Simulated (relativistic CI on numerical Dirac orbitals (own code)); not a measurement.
**Er²²⁺: sensitivity of the levels to the model**

Base calculation: Dirac-Coulomb-Breit CI, orbitals from a KLI potential per configuration, model QED, unscaled Slater integrals.

Configuration list (outside the closed core [Ar] 3d10): 4s²4p⁶4d¹⁰, 4s²4p⁶4d⁹4f, 4s²4p⁵4d¹⁰4f, 4s²4p⁶4d⁹5s, 4s4p⁶4d¹⁰4f, 4s²4p⁶4d⁹5p, 4s²4p⁶4d⁹5d, 4s²4p⁵4d¹⁰5s, 4p⁶4d¹⁰4f², 4p⁶4d⁹4f³, 4p⁵4d¹⁰4f³, 4p⁶4d⁹4f²5s, 4p⁶4d⁹4f²5p, 4p⁶4d⁹4f²5d. Double excitations out of closed p, d and f shells are left out; levels of such configurations are missing from the list, as are those of other unlisted configurations, and high levels can miss mixing partners. These lack a partner that the ground configuration has and come out too high: 4s²4p⁵4d¹⁰5s.

The lowest level and the first level of each name with at least 55 % of one term (blank where a level has no safe partner in the second run):

| Level | Base (cm⁻¹) | Shift (cm⁻¹) |
| --- | --- | --- |
| 4s²4p⁶4d¹⁰ ¹S0 | 0 | 0 |
| 4s²4p⁶4d⁹4f ³P°0 | 1287793 | -111 |
| 4s²4p⁶4d⁹4f ³P°1 | 1299785 | -115 |
| 4s²4p⁶4d⁹4f ³P°2 | 1323842 | -112 |
| 4s²4p⁶4d⁹4f ³H°5 | 1335842 | -131 |
| 4s²4p⁶4d⁹4f ³H°6 | 1339357 | -130 |
| 4s²4p⁶4d⁹4f ³F°3 | 1355252 | +347 |
| 4s²4p⁶4d⁹4f ³F°4 | 1371347 | +389 |
| 4s²4p⁶4d⁹4f ³G°5 | 1384030 | -130 |
| 4s²4p⁶4d⁹4f ³D°1 | 1388033 | -127 |
| 4s²4p⁶4d⁹4f ³H°4 | 1413978 | -130 |
| 4s²4p⁶4d⁹4f ³F°2 | 1430281 | +363 |
| 4s²4p⁶4d⁹4f ³G°3 | 1450498 | +122 |
| 4s²4p⁶4d⁹4f ¹F°3 | 1468504 | -70 |
| 4s²4p⁶4d⁹4f ¹P°1 | 1750159 | +482 |
| 4s²4p⁶4d⁹5s ³D3 | 1971029 | +346 |
| 4s²4p⁶4d⁹5s ³D1 | 2050436 | +373 |
| 4s²4p⁶4d⁹5p ³P°2 | 2250910 | +2454 |
| 4s²4p⁶4d⁹5p ³F°2 | 2333486 | +86 |
| 4s²4p⁶4d⁹5p ³F°4 | 2382829 | -72 |
| 4s²4p⁶4d⁹5p ¹P°1 | 2390390 | +2171 |
| 4s²4p⁶4d⁹5p ¹D°2 | 2390636 | +1306 |

At this charge energies of transitions that change n are usually good to better than 1 %, and those within a shell (Δn = 0) to a few per cent.

(1) One thing was changed in a second run, which moved the levels as shown. Which?
A. Breit term removed
B. QED terms removed
C. one mean potential for all configurations
D. configuration mixing switched off

Results:

(1) D. Configuration mixing switched off. Without mixing, levels that were pushed by configurations of the same parity and J return to their single-configuration places.

LS names give the leading component of a level, which can be under half, so a name can repeat, a term be missing and a line seem to break the LS rules.
